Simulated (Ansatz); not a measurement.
`C[S][Zn][S]C` + H₂ → `C[S][ZnH]` + CH₃SH at 700 K and 1 bar (hydrogenolysis of a Zn–S bond).

Computed with Ansatz on PBE0-D4/def2-TZVP structures; ΔE is electronic, products minus reactants. CCSD(T)/CBS is the MP2 limit (def2-TZVPP, def2-QZVPP) plus CCSD(T) − MP2 in def2-TZVPP, frozen cores. This one scheme is used for every species. For Zn outer-core shells are correlated without core-valence functions, which leaves a few kJ/mol of doubt a bond. Scalar relativity is left out up to krypton. Each species was taken in one conformer, which may not be the lowest.

| species | CCSD(T)/CBS energy (Eh) | H − E (kJ/mol) | S (J/(mol·K)) |
| --- | --- | --- | --- |
| `C[S][Zn][S]C` | -2653.70584 | 290.5 | 528.2 |
| H₂ | -1.17544 | 46.8 | 155.3 |
| `C[S][ZnH]` | -2216.62619 | 172.5 | 392.0 |
| CH₃SH | -438.22835 | 160.2 | 309.0 |

H − E and S are ideal-gas, rigid-rotor, harmonic terms from PBE0-D4/def2-TZVP, for one conformer and one mirror image of each species. The MP2-based limit puts H₂ 0.8 mEh under its directly extrapolated value; such offsets cancel only in part. 1 Eh = 2625.50 kJ/mol, R = 8.31446 J/(mol·K).

Task: By hand: ΔE, ΔH, ΔS and ΔG.

Result: ΔE = (-2216.62619) + (-438.22835) − (-2653.70584) − (-1.17544) = 0.02674 Eh = 70.2 kJ/mol. Δ(H − E) = 172.5 + 160.2 − 290.5 − 46.8 = -4.6, so ΔH = 65.6 kJ/mol. ΔS = 392.0 + 309.0 − 528.2 − 155.3 = 17.5 J/(mol·K). ΔG = 65.6 − 700 × (17.5)/1000 = 53.3 kJ/mol.

Task: By hand: the equilibrium constant, and the temperature at which ΔG would vanish if ΔH and ΔS stayed fixed.

Result: log₁₀ K = −ΔG/(RT ln 10) = -4.0. ΔG = 0 at ΔH/ΔS = 3749 K, far beyond where these terms or the molecules hold.

ΔH outweighs TΔS. A doubt of 5 kJ/mol in ΔE shifts log₁₀ K by 0.4 here. Other conformers and mirror images would add mixing entropy, several J/(mol·K) or more a flexible species. Modes under 60 cm⁻¹, often nearly free rotors, make the harmonic entropy too high. These are equilibria of isolated gas molecules and say nothing of rates. Largest T1 diagnostic: 0.014 (customary marks: 0.02 for closed shells, 0.045 for open ones).
